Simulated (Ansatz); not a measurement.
`Cl[Si](Cl)(Cl)[TeH]` + `OB(O)O` → `OB(O)O[Si](Cl)(Cl)Cl` + H₂Te  (ligand exchange at the Si–Te bond)

Isolated molecules relaxed with PBE0-D4/def2-TZVP in Ansatz; ΔE leaves out vibrations. CCSD(T)/CBS is the MP2 limit (def2-TZVPP, def2-QZVPP) plus CCSD(T) − MP2 in def2-TZVPP, frozen cores. This one scheme is used for every species. DFT in def2-TZVPP. def2 core potentials past Kr. For Te outer-core shells are correlated without core-valence functions, which leaves a few kJ/mol of doubt a bond. One conformer a species, not always the lowest.

```
             level  ΔE (kJ/mol)
         r2SCAN-D4        -53.5
           PBE0-D4        -42.0
               PBE        -34.4
            r2SCAN        -52.2
     HF/def2-TZVPP        -78.5
    MP2/def2-TZVPP        -49.1
SCS-MP2/def2-TZVPP        -56.5
      HF/CBS(def2)        -80.0
```

What does CCSD(T)/CBS give? (An estimate is asked.)

The calculation gave: -48.9 kJ/mol. The listed levels differ from it by -4.6, 6.9, 14.5, -3.3, -29.6, -0.2, -7.6, -31.1 kJ/mol.

Largest T1 diagnostic among the species: 0.012.

From PBE to PBE0 (25 % exact exchange), in def2-TZVPP and without D4, ΔE moves by −6.8 kJ/mol. In def2-TZVPP, CCSD(T) changes the Hartree–Fock value by +18.1 kJ/mol (the triples alone add +3.8 kJ/mol) and MP2 by +29.4 kJ/mol.
